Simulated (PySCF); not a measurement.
SMILES [GaH]([CH2]C)[Br] (C2H6BrGa), B3LYP/def2-SVP optimised geometry.

```
10

Ga     0.25     0.67     0.00
H     -0.39     2.11     0.00
Br     2.58     0.67     0.00
C     -0.62    -1.10     0.00
C     -2.16    -1.09     0.03
H     -0.21    -1.66     0.86
H     -0.25    -1.63    -0.90
H     -2.58    -0.56    -0.84
H     -2.54    -0.59     0.94
H     -2.57    -2.11     0.02
```

Density from B3LYP/def2-TZVP (PySCF) at that geometry.

Minimum of the electron density along straight lines between bonded atoms, close to the bond critical point (lines longer than 1.1 times the sum of covalent radii, or with two minima, are not listed):

```csv
bond,length / Å,ρ at the minimum / e bohr⁻³,∇²ρ there / e bohr⁻⁵,position (fraction from the first atom)
Ga1–H2,1.570,0.115,0.13,0.60
Ga1–Br3,2.331,0.079,0.15,0.43
Ga1–C4,1.982,0.113,0.16,0.48
C4–C5,1.533,0.240,-0.58,0.50
C4–H6,1.104,0.269,-0.88,0.64
C4–H7,1.105,0.268,-0.88,0.64
C5–H8,1.102,0.273,-0.92,0.64
C5–H9,1.102,0.273,-0.92,0.64
C5–H10,1.103,0.272,-0.91,0.64
```
